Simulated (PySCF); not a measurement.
PySCF 2.14 output of an unrestricted M06-L calculation on a single atom or ion in aug-cc-pV(Q+d)Z with one added diffuse shell each of s, p, d, f, g type (8s7p6d4f3g, 114 functions), with the non-relativistic Hamiltonian (point nucleus):

```
SCF conv_tol = 1e-09
number electrons alpha = 9  beta = 6
    Y. Zhao and D. G. Truhlar.,  J. Chem. Phys. 125, 194101 (2006)
    Y. Zhao and D. G. Truhlar.,  J. Chem. Phys. 125, 194101 (2006)
    Y. Zhao and D. G. Truhlar.,  Theor. Chem. Acc. 120, 215 (2008)
cycle= 1 E= -458.339295288725  delta_E= -0.00519  |g|= 0.0128  |ddm|= 0.51
cycle= 2 E= -458.339342282575  delta_E= -4.7e-05  |g|= 0.00148  |ddm|= 0.0829
cycle= 3 E= -458.339343246663  delta_E= -9.64e-07  |g|= 0.0004  |ddm|= 0.00944
cycle= 4 E= -458.339343285246  delta_E= -3.86e-08  |g|= 7.88e-05  |ddm|= 0.00308
cycle= 5 E= -458.33934328652  delta_E= -1.27e-09  |g|= 1.73e-06  |ddm|= 0.000305
cycle= 6 E= -458.33934328652  delta_E= -9.09e-13  |g|= 1.73e-07  |ddm|= 1.55e-05
converged SCF energy = -458.33934328652  <S^2> = 3.7529219  2S+1 = 4.0014607
```

The run itself started from symmetry-adapted Hartree-Fock orbitals and held the occupation by maximum overlap, on a logarithmic radial grid, so the iterations belong to that start.

Which element, charge and spin multiplicity is this?

Cl²⁺ (chlorine, charge +2), multiplicity 4; the state was [Ne] 3s1 3p4, high-spin 4P determinant (an excited configuration).
